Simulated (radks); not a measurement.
Neutral niobium inside a hard spherical wall (all orbitals vanish at R), configuration held at [Kr] 4d4 5s1 and not refilled when levels cross. Calculated with a radial shooting solver on a logarithmic mesh with Libxc functionals: scalar-relativistic Kohn-Sham, PBE, spin-polarised, spherical densities, finite nucleus; open shells are filled with parallel spins first (spin-orbit coupling, left out, can overturn this in heavy ions); Fermi nuclear charge, rms radius 4.324 fm. Eigenvalues in eV for spin up, with the zero of energy where the potential of the charges vanishes at infinity; a dash marks a level that is unbound or too diffuse for the functional's potential to be trusted. A positive occupied level is held by the wall or, in an anion where self-interaction has pushed it up, behind a barrier. The pressure on the wall is -dE/dV.

| R (bohr) | E (hartree) | kinetic (hartree) | e(4s) | e(4p) | e(5s) | e(4d) | e(5p, empty) | e(6s, empty) | pressure (GPa) |
|---|---|---|---|---|---|---|---|---|---|
| free | -3819.67726 | 3932.763 | -58.683 | -34.953 | -4.478 | -3.713 | -1.360 | - | 0 |
| 20 | -3819.67726 | 3932.763 | -58.683 | -34.953 | -4.478 | -3.713 | -1.360 | - | < 0.0001 |
| 10 | -3819.67647 | 3932.771 | -58.619 | -34.889 | -4.426 | -3.657 | -1.153 | 2.040 | 0.0198 |
| 8 | -3819.67070 | 3932.811 | -58.341 | -34.615 | -4.181 | -3.416 | -0.591 | 5.103 | 0.252 |
| 6 | -3819.62258 | 3933.060 | -57.037 | -33.349 | -2.800 | -2.290 | 1.753 | 14.457 | 3.85 |
| 4 | -3819.13377 | 3934.945 | -51.174 | -27.791 | 6.828 | 3.402 | 15.094 | 53.924 | 100 |
| 3.5 | -3818.62623 | 3936.783 | -47.580 | -24.366 | 15.200 | 7.477 | 25.738 | 81.062 | 278 |
| 3 | -3817.47957 | 3940.940 | -41.659 | -18.503 | 31.870 | 14.900 | 45.788 | 128.33 | 902 |
| 1.5 | -3772.66776 | 4074.019 | 72.778 | 107.68 | 403.77 | 165.04 | 434.78 | 896.10 | 130000 |
